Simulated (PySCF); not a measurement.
A PySCF script (with the pyscf-properties extension) for the NMR shieldings of `C/C=C(\CB)CB(F)F`, C₅H₁₀B₂F₂, on a GFN2-xTB geometry:

```python
import basis_set_exchange as bse
import numpy as np
from pyscf import gto, dft
from pyscf.prop import nmr

atoms = """
B    -1.362859   -1.761607   -0.986755
C    -0.506798   -0.450420   -1.112387
C     0.165915    0.014791    0.146368
C    -0.321048    0.964792    0.936110
C    -1.603562    1.704418    0.702096
C     1.463351   -0.701864    0.487424
B     2.628895   -0.053639   -0.354658
F     3.470613    0.834600    0.134473
F     2.813427   -0.299260   -1.639816
H    -2.038741   -2.084837   -1.884021
H    -1.321203   -2.423136   -0.023779
H     0.265344   -0.668959   -1.859394
H    -1.094595    0.360721   -1.546768
H     0.231617    1.248921    1.820918
H    -1.479764    2.458149   -0.077514
H    -2.396232    1.025434    0.392558
H    -1.917431    2.212117    1.610263
H     1.335554   -1.757755    0.244985
H     1.657713   -0.613219    1.555511
"""
names = dict.fromkeys(["B", "C", "F", "H"], "pcSseg-1")
basis = {el: gto.basis.parse(bse.get_basis(n, elements=[el], fmt="nwchem")) for el, n in names.items()}
mol = gto.M(atom=atoms, basis=basis, charge=0, verbose=0)
mf = dft.RKS(mol, xc="PBE0")
mf.grids.level = 2
mf.grids.alignment = dft.numint.BLKSIZE   # the property module wants whole blocks of grid points
mf.conv_tol = 1e-9
mf.kernel()

calc = nmr.RKS(mf)   # GIAO
C = mf.mo_coeff
Co = C[:, mf.mo_occ > 0]
resp = mf.gen_response(singlet=True, hermi=2)
def vind(x):   # induced exchange potential for any number of trial vectors
    d = np.einsum("pi,xij,qj->xpq", C, 2 * x.reshape(-1, C.shape[1], Co.shape[1]), Co, optimize=True)
    return np.einsum("xpq,pi,qj->xij", resp(d - d.transpose(0, 2, 1)), C, Co, optimize=True).ravel()
mo1, _ = nmr.rhf.solve_mo1(calc, with_cphf=vind)
sigma = calc.kernel(mo1)
for i, s in enumerate(sigma):   # ppm
    w = np.linalg.eigvalsh((s + s.T) / 2)
    print("%2d %-2s iso %8.1f  s11 %8.1f  s22 %8.1f  s33 %8.1f" % (i, mol.atom_pure_symbol(i), w.mean(), *w))
```

**Question.** What are the results?

**Answer.** 
```
 0 B  iso      6.4  s11    -73.4  s22    -35.4  s33    128.1
 1 C  iso    145.2  s11    118.6  s22    154.8  s33    162.2
 2 C  iso     43.2  s11    -72.6  s22     53.8  s33    148.6
 3 C  iso     61.3  s11    -42.8  s22     80.4  s33    146.2
 4 C  iso    170.8  s11    157.5  s22    169.7  s33    185.2
 5 C  iso    158.8  s11    144.3  s22    151.2  s33    180.9
 6 B  iso     74.4  s11     53.2  s22     79.9  s33     90.2
 7 F  iso    242.7  s11     78.1  s22    296.3  s33    353.7
 8 F  iso    244.9  s11     74.8  s22    296.9  s33    363.1
 9 H  iso     23.5  s11     15.8  s22     26.7  s33     28.0
10 H  iso     23.6  s11     14.2  s22     28.0  s33     28.7
11 H  iso     29.6  s11     23.2  s22     31.6  s33     33.9
12 H  iso     28.6  s11     23.4  s22     30.0  s33     32.4
13 H  iso     26.1  s11     23.1  s22     25.0  s33     30.1
14 H  iso     29.9  s11     25.5  s22     28.2  s33     36.1
15 H  iso     30.3  s11     25.8  s22     30.2  s33     34.9
16 H  iso     30.0  s11     25.8  s22     28.1  s33     36.3
17 H  iso     29.9  s11     27.0  s22     28.3  s33     34.3
18 H  iso     29.6  s11     26.3  s22     28.2  s33     34.3
```

These numbers come from an equivalent density-fitted implementation of the same equations, which agrees with the script to about 0.01 ppm for H and up to a few tenths of a ppm for heavy atoms, so last digits may differ.

Size and cost of the density-fitted run: 203 basis functions, 93 s wall time on 1 thread of an Intel Xeon, shared host; peak memory 0.91 GiB.
